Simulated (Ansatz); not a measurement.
Compare A (`[BH2][GeH2][C](C)=N`) with its isomer B (`B[N]([GeH3])C=C`).

Program: Ansatz. Geometries: PBE0-D4/def2-TZVP. ΔE: electronic, gas phase. CCSD(T)/CBS is the MP2 limit (def2-TZVPP, def2-QZVPP) plus CCSD(T) − MP2 in def2-TZVPP, frozen cores. DFT in def2-TZVPP. B3LYP here is the variant with VWN-RPA as its local correlation; programs differ in this. For Ge outer-core shells are correlated without core-valence functions, which leaves a few kJ/mol of doubt a bond. Scalar relativity is left out up to krypton. One conformer a species, not always the lowest.

Which isomer does CCSD(T)/CBS put lower? Give the gap. (Best estimate.)

Computed: B, by 40.4 kcal/mol.

Give E(B) − E(A) in kcal/mol with PBE0-D4, B3LYP-D4, B3LYP, CCSD/def2-TZVPP, PBE-D4, HF/def2-TZVPP, MP2/def2-TZVPP. (An estimate is asked.)

Ansatz gave: PBE0-D4 -39.6, B3LYP-D4 -41.1, B3LYP -40.1, CCSD/def2-TZVPP -40.4, PBE-D4 -37.8, HF/def2-TZVPP -41.2, MP2/def2-TZVPP -42.8. None reverses the order clearly.

Largest T1 diagnostic: 0.014.

From PBE to PBE0 (25 % exact exchange), in def2-TZVPP and without D4, E(B) − E(A) moves by −1.9 kcal/mol. The D4 term adds −1.0 kcal/mol with B3LYP and −0.5 kcal/mol with PBE0; it sums over pairs of atoms, weighted by their polarisabilities, and B3LYP, whose exchange is more repulsive, gets the larger term.
